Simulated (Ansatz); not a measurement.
Ansatz (an electronic-structure program) input:

Ansatz 0.2 input:
```yaml
crystal:
  periodic: [false, false, false]
  atoms:
    - {symbol: Si, position_ang: [-0.01646950, 0.01731768, 0.93641135]}
    - {symbol: Cl, position_ang: [1.06105131, 1.22723111, -0.38986665]}
    - {symbol: Cl, position_ang: [-1.04748819, -1.24149273, -0.38129564]}
basis:
  gaussian:
    orbitals: def2-TZVP
hamiltonian:
  xc: {name: PBE0}
relax: {f_tol: 0.003, max_steps: 100}
```

### Question
Which total energy does the run end on?

### Answer
-1209.57207 Eh (PBE0/def2-TZVP). The basis has 111 functions.
